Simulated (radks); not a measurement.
Results of a calculation; reference values are marked as such.
Question: In2+, 47 electrons, occupied as [Kr] 4d10 5s1. Code: a radial shooting solver on a logarithmic mesh with Libxc functionals. Model: Dirac Kohn-Sham, PBE, spin-unpolarised, spherical densities, finite nucleus; Fermi nuclear charge, rms radius 4.6156 fm. Some entries of the table are withheld. Estimate them.

| orbital | occ. | eigenvalue (hartree) | <1/r> (bohr^-1) | <r^2> (bohr^2) |
|---|---|---|---|---|
| 1s1/2 | 2 | -1019.918 | 51.86 | 0.001195 |
| 2s1/2 | 2 | -153.2327 | 12.00 | 0.01941 |
| 2p1/2 | 2 | (1) | 11.98 | 0.01445 |
| 2p3/2 | 4 | (2) | 11.19 | 0.01577 |
| 3s1/2 | 2 | -29.61640 | 4.227 | 0.1389 |
| 3p1/2 | 2 | -25.46424 | 4.135 | 0.1339 |
| 3p3/2 | 4 | -24.06444 | 3.942 | 0.1426 |
| 3d3/2 | 4 | -16.72068 | (3) | 0.1235 |
| 3d5/2 | 6 | -16.43391 | (4) | 0.1261 |
| 4s1/2 | 2 | -5.05771 | 1.642 | 0.8147 |
| 4p1/2 | 2 | (5) | 1.523 | 0.9288 |
| 4p3/2 | 4 | (6) | 1.461 | 0.9922 |
| 4d3/2 | 4 | -1.36142 | 1.158 | 1.593 |
| 4d5/2 | 6 | -1.32934 | 1.141 | 1.635 |
| 5s1/2 | 1 | -0.86974 | (7) | 6.183 |
| 5p1/2 | 0 | -0.61058 | 0.4557 | 8.800 |
| 5p3/2 | 0 | -0.58930 | 0.4406 | 9.336 |

Answer: 
(1) 2p1/2 eigenvalue (hartree): -142.9452
(2) 2p3/2 eigenvalue (hartree): -135.1956
(3) 3d3/2 <1/r> (bohr^-1): 3.785
(4) 3d5/2 <1/r> (bohr^-1): 3.735
(5) 4p1/2 eigenvalue (hartree): -3.70210
(6) 4p3/2 eigenvalue (hartree): -3.45784
(7) 5s1/2 <1/r> (bohr^-1): 0.5496
